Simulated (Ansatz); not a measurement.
The cluster H₅Au₄. Total charge 0; doublet. Geometry r2SCAN-D4/def2-SVPD, that of the charge -1 singlet; atoms count from 1.

Cartesian coordinates in Å:
```
Au 0.0983 0.8710 1.0882
Au 0.1209 -0.6320 -1.2112
Au -0.0156 -2.0920 -3.5705
Au -0.0098 1.9326 3.6535
H -0.9425 0.1504 -0.0915
H 1.0430 1.6990 2.2252
H -0.6724 2.3061 5.0656
H 1.1021 -1.4280 -2.3401
H -0.7240 -2.8070 -4.8193
```

In the def2 sets Au takes a core potential; there is no spin–orbit coupling. The structure comes from a short search, and lower isomers may exist.

(1) Estimate the Mulliken populations from the PBE0/def2-TZVPD orbitals of Ansatz.

(2) Where does the spin sit?

(3) And the Mayer bond orders between heavy atoms (over 0.3)?

Answers

(1) 
```
atom  charge (e)  spin (α − β)  d electrons
 Au1       -0.01          0.07         9.65
 Au2       -0.03          0.08         9.65
 Au3       -0.12          0.24         9.61
 Au4       -0.12          0.24         9.61
  H5        0.08         -0.01            –
  H6        0.08          0.01            –
  H7        0.02          0.17            –
  H8        0.08          0.01            –
  H9        0.02          0.17            –
```
Mulliken values depend strongly on the basis. With diffuse functions, as here, like atoms can get unlike values, and bond orders can come out too low or too high.

(2) Summed by element: Au 0.64, H 0.36, of 1 unpaired in all. Largest on single atoms: Au4 0.24, Au3 0.24, H9 0.17.

(3) Au1–Au2 0.32 (2.75 Å); Au1–Au4 0.38 (2.78 Å); Au2–Au3 0.39 (2.78 Å).
